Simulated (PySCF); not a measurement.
Species: C₅H₅Cl₃F (doublet state).
Atom-mapped SMILES: `[CH3:1]/[CH:2]=[CH:3]/[C:4]([F:5])[C:6]([Cl:7])([Cl:8])[Cl:9]` (hydrogens: H10, H11, H12 on C1; H13 on C2; H14 on C3)

Cartesian coordinates in Å at the GFN2-xTB level; atoms count from 1:
```
atom  x, y, z in Å
C1    -2.5742    0.1529    0.0191
C2    -1.2438   -0.2089   -0.5122
C3    -0.0732    0.0367    0.1509
C4     1.1826   -0.2921   -0.3341
F5     1.2926   -0.8480   -1.5573
C6     2.4616    0.0153    0.3233
Cl7    2.3326   -0.1519    2.0857
Cl8    3.7822   -1.0062   -0.2646
Cl9    2.9300    1.7595   -0.0009
H10   -2.4976    0.6418    0.9865
H11   -3.1963   -0.7387    0.1176
H12   -3.0879    0.8174   -0.6778
H13   -1.2107   -0.6902   -1.4789
H14   -0.0987    0.5119    1.1205
```

The hyperfine couplings belong to this conformer and change with its torsions.

Computed with UKS B3LYP, pcH-1 on C Cl F H, non-relativistic, mean-field spin-orbit, GIAO (PySCF). The structure is a single GFN2-xTB conformer in the gas phase; no vibrational or solvent corrections. A GFN2-xTB geometry isn't a minimum of the functional, and hyperfine couplings can be far from their values at a DFT geometry. The SCF solution wasn't tested for stability. ⟨S²⟩ is 0.774 where a pure state has 0.75.

**Question.** Match the computed a_iso(13C) values +68.7, +47.9, -45.5, -27.3, -19.3 MHz with the sites C1; C2; C3; C4; C6.

**Answer.** 
```json
{"site": "C1", "a_iso (MHz)": "-19.3", "ρ(0) (bohr⁻³)": "-0.0171", "position": "1 bond from C2", "distance from C2 (Å)": "1.48", "spin population": "-0.05", "largest |T| (MHz)": "1.7"}
{"site": "C2", "a_iso (MHz)": "+47.9", "ρ(0) (bohr⁻³)": "+0.0426", "position": "largest spin population", "distance from C2 (Å)": "0.00", "spin population": "+0.56", "largest |T| (MHz)": "87.6"}
{"site": "C3", "a_iso (MHz)": "-45.5", "ρ(0) (bohr⁻³)": "-0.0405", "position": "1 bond from C2", "distance from C2 (Å)": "1.37", "spin population": "-0.23", "largest |T| (MHz)": "27.1"}
{"site": "C4", "a_iso (MHz)": "+68.7", "ρ(0) (bohr⁻³)": "+0.0611", "position": "a main spin site", "distance from C2 (Å)": "2.43", "spin population": "+0.56", "largest |T| (MHz)": "111.3"}
{"site": "C6", "a_iso (MHz)": "-27.3", "ρ(0) (bohr⁻³)": "-0.0243", "position": "1 bond from C4", "distance from C2 (Å)": "3.80", "spin population": "-0.02", "largest |T| (MHz)": "2.4"}
```

**Question.** Match the computed a_iso(1H) values +45.2, -34.6, +10.4 MHz (means over equivalent nuclei) with the sites H10/H11/H12; H13; H14.

**Answer.** 
```tsv
site	a_iso (MHz)	ρ(0) (bohr⁻³)	position	distance from C2 (Å)	bound to	spin population there	largest |T| (MHz)
H10/H11/H12	+45.2	+0.0101	2 bonds from C2	2.12	C1	-0.05	5.1
H13	-34.6	-0.0077	1 bond from C2	1.08	C2	+0.56	19.6
H14	+10.4	+0.0023	2 bonds from C4, on C3 of spin population -0.23	2.12	C3	-0.23	6.5
```

ρ(0) is the spin density at the nucleus and T the dipolar tensor; a_iso includes a spin–orbit part; entries for several nuclei are means. The largest Mulliken spin populations are on C2 (+0.56), C4 (+0.56), C3 (-0.23) and Cl9 (+0.07). The positive populations add up to 1.32 and the negative ones to -0.32, together 2S = 1. The angles at C2 add up to 360.0°, so it is planar. Main spin sites, with 60 % or more of the largest population: C2, C4; positions count bonds from the nearest.

Means are taken over nuclei equivalent by connectivity, which assumes that they swap fast. The three 1H nuclei of mean +45.2 MHz run from 1.5 to 68.1 MHz in the frozen geometry. The three 35Cl nuclei of mean +11.9 MHz run from 2.8 to 25.8 MHz in the frozen geometry.

C4, the radical centre as drawn in `C/C=C/[C](F)C(Cl)(Cl)Cl`, holds a spin population of +0.56 out of 1.

Time: 2.8 min of wall time (with the writing of density and orbital grids); peak memory 1.1 GiB. Hardware: one thread, Arm Neoverse V2 (aarch64), no GPU (shared host).
